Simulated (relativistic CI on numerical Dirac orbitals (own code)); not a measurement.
## Slater and spin-orbit integrals, Co XIX

Calculated at this level of theory: Dirac-Coulomb-Breit CI, orbitals from a KLI potential per configuration, model QED (radiative potential, 1s self-energy scaled to tabulated hydrogen-like ionisation energies), unscaled Slater integrals (own radial code, finite nucleus).

Slater integrals F^k, G^k are unscaled and averaged over j, outside the closed core 1s2; ζ comes from projecting the Hamiltonian with its Breit term on Σ l·s of the shell.

- 2s²2p⁵: ζ(2p) = 81010 cm⁻¹; <r>(2p) = 0.2159, <r^2>(2p) = 0.05673 (bohr units).
- 2p⁶3p: ζ(3p) = 19769 cm⁻¹; <r>(3p) = 0.5895, <r^2>(3p) = 0.4 (bohr units).
- 2s²2p⁴3s: F^2(2p,2p) = 446970, ζ(2p) = 83886, G^1(2p,3s) = 43524 cm⁻¹; <r>(2p) = 0.2127, <r^2>(2p) = 0.05498, <r>(3s) = 0.6041, <r^2>(3s) = 0.4143 (bohr units).

Averages of the first 10 configurations, taken without configuration mixing, which lowers the lowest level and can move excited configurations by several eV; other configurations of the list can lie among them:

```
Configuration  Parity  States  Average energy above the lowest level (eV)
       2s²2p⁵     odd       6                                         5.4
        2s2p⁶    even       2                                       142.9
        2p⁶3s    even       2                                      1136.1
        2p⁶3p     odd       6                                      1169.5
     2s²2p⁴3s    even      30                                       865.5
        2p⁶3d    even      10                                      1212.7
     2s²2p⁴3p     odd      90                                       901.7
     2s²2p⁴3d    even     150                                       945.4
      2s2p⁵3s     odd      24                                       991.2
      2s2p⁵3p    even      72                                      1026.1
```
